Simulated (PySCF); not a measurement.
An element was calculated at r2SCAN (PySCF 2.14, spin-free X2C, a triple-zeta basis, no spin-orbit coupling), in the ground configurations that NIST lists.

* electron affinity: 0.923 eV
* first ionisation energy: 9.163 eV
* second ionisation energy: 16.640 eV
* third ionisation energy: 24.854 eV

Task: Which element is it?

Result: Antimony (Sb, Z = 51), in aug-cc-pVTZ-DK3. NIST lists 8.608, 16.626 ± 0.025, 25.323 eV for these ionisation energies.
